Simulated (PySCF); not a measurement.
# Working with the constants of CsS⁺

UHF-CCSD(T) constants of CsS⁺, ³Σ⁻ (triplet), unpaired electrons π ↑↑ (basis Cs def2-SVP with ECP46, S def2-SVP; scalar-relativistic core potentials; PySCF 2.14; masses 132.9054 and 31.9721 u):

- ωe: 85.3 cm⁻¹
- ωexe: 0.914 cm⁻¹
- Be: 0.045979 cm⁻¹
- αe: 0.000515 cm⁻¹
- De to Cs⁺ + S: 0.311 eV

(1) What force constant and bond length do these constants imply?

(2) Estimate the centrifugal constant D from the Kratzer relation and find the Dunham coefficient a1.

Correlated steps freeze 5 core orbitals. The bond is weak. Basis-set superposition, not corrected here, can be much of De in a small basis, most of all at correlated wavefunction levels. Spin–orbit coupling is left out, which matters for elements this heavy, above all for dissociation energies. For an ion De counts to the pair picked by the measured ionisation energies or electron affinities, which need not be the lowest pair at this level. The state was picked by a PBE0 search and need not be the measured ground state.

Results:

(1) Reduced mass μred = 25.772 u; k = 5.8918×10⁻⁷·μred·ωe² (u, cm⁻¹, mdyn/Å) = 0.110 mdyn/Å; Re = √(16.8576/(μred·Be)) (u, cm⁻¹, Å) = 3.772 Å.

(2) D = 4Be³/ωe² = 5.34e-08 cm⁻¹; a1 = −1 − αeωe/(6Be²) = -4.46.
